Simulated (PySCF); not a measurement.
[AgF6]3- holds Ag(III), d8, at total charge -3. The structure is a model geometry with rigid ligands and bond lengths from ionic radii, not a minimum; coordination octahedral, point group Oh, metal–donor distances 2.05 Å.

The d shell alone is too small an active space for [AgF6]3- (an active orbital has only 0.69 squared overlap with the free ion's shell): its levels, fitted parameters, g values and moments show what this model gives and aren't sound predictions.

Method (PySCF 2.14, density fitting): CASSCF(8,5) with orbitals averaged over all microstates of the shell, strongly contracted NEVPT2 on the averaged canonical orbitals; basis x2c-TZVPall on the metal, x2c-SVPall elsewhere; spin-free X2C; IEF-PCM water; spin-orbit coupling by state interaction with the mean-field operator over all roots.

CASSCF energies above the lowest CASSCF root:

| state | CASSCF / cm⁻¹ |
| --- | --- |
| 3A2g | 0 |
| 1Eg | 12724 |
| 3T2g | 17079 |
| 1A1g | 22921 |
| 3T1g | 25059 |
| 1T2g | 29197 |
| 1T1g | 33419 |
| 3T1g | 39165 |
| 1Eg | 49990 |
| 1T2g | 50016 |
| 1A1g | 71455 |

Question: How does dynamic correlation (SC-NEVPT2) move these states?

Answer: 
```json
{"state": "3A2g", "NEVPT2 / cm⁻¹": "0", "shift / cm⁻¹": "0"}
{"state": "1Eg", "NEVPT2 / cm⁻¹": "9868", "shift / cm⁻¹": "-2855"}
{"state": "3T2g", "NEVPT2 / cm⁻¹": "23178", "shift / cm⁻¹": "+6099"}
{"state": "1A1g", "NEVPT2 / cm⁻¹": "18829", "shift / cm⁻¹": "-4092"}
{"state": "3T1g", "NEVPT2 / cm⁻¹": "30759", "shift / cm⁻¹": "+5700"}
{"state": "1T2g", "NEVPT2 / cm⁻¹": "33360", "shift / cm⁻¹": "+4162"}
{"state": "1T1g", "NEVPT2 / cm⁻¹": "36732", "shift / cm⁻¹": "+3313"}
{"state": "3T1g", "NEVPT2 / cm⁻¹": "48805", "shift / cm⁻¹": "+9639"}
{"state": "1Eg", "NEVPT2 / cm⁻¹": "59597", "shift / cm⁻¹": "+9606"}
{"state": "1T2g", "NEVPT2 / cm⁻¹": "59546", "shift / cm⁻¹": "+9530"}
{"state": "1A1g", "NEVPT2 / cm⁻¹": "74939", "shift / cm⁻¹": "+3485"}
```

These are spin-free levels; spin-orbit coupling mixes and splits them, by more than some of the gaps here.

NEVPT2 lifts 3T2g from 17079 to 23178 cm⁻¹; on the d shell alone it tends to overshoot states that fill the eg-type orbitals. NEVPT2 on the d shell alone tends to put d–d bands too high for such charged or covalently bound ions.
